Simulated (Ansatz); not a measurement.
The same path of Cl2H3NOZr + H2 (10 atoms, charge 0, multiplicity 1) was run twice with different band settings. Lost on the way: H9–H10. Made: Zr1–H9, N2–H10.

Computed with RKS PBE0/def2-SVP in Ansatz 0.2.0.

Relaxed end points:

```xyz
10
Properties=species:S:1:pos:R:3
Zr -0.218 -0.539 -0.100
N 0.108 -0.002 1.807
H -0.616 0.273 2.469
H 1.005 -0.001 2.288
O 1.498 -0.898 -0.817
H 2.266 -1.118 -1.346
Cl -1.333 1.231 -1.214
Cl -1.606 -2.461 -0.124
H 1.223 3.249 2.670
H 0.940 2.620 2.347
```

```xyz
10
Properties=species:S:1:pos:R:3
Zr -0.168 0.354 -0.013
N 0.564 0.196 2.265
H -0.206 0.369 2.915
H 0.947 -0.723 2.497
O 1.611 -0.162 -0.478
H 2.287 -0.460 -1.089
Cl -1.138 1.111 -2.036
Cl -1.732 -1.292 0.764
H -0.180 2.069 0.694
H 1.283 0.893 2.461
```

Common settings: spring 5.0 eV/Å²; optimiser quadratic models (default); start path through a guess of the saddle point; force threshold 0.03 eV/Å; iteration limit 60; end points relaxed.

| run | movable images | climbing image |
| --- | --- | --- |
| 1 | 5 | yes |
| 2 | 6 | no |

Q: What does each run give, and how far can it be trusted?

A: Run 1: converged after 24 iterations, highest image 0.984 eV above the first end. A vibrational analysis at the climbing image gives one clearly imaginary mode, 1202i cm⁻¹: a first-order saddle point.
Run 2: converged after 20 iterations, highest image 0.466 eV above the first end. No image climbed, so the highest image needn't sit at the top of the path.
The orbitals stay closed-shell, which can raise the energy where a bond breaks towards radicals; this wasn't checked here.
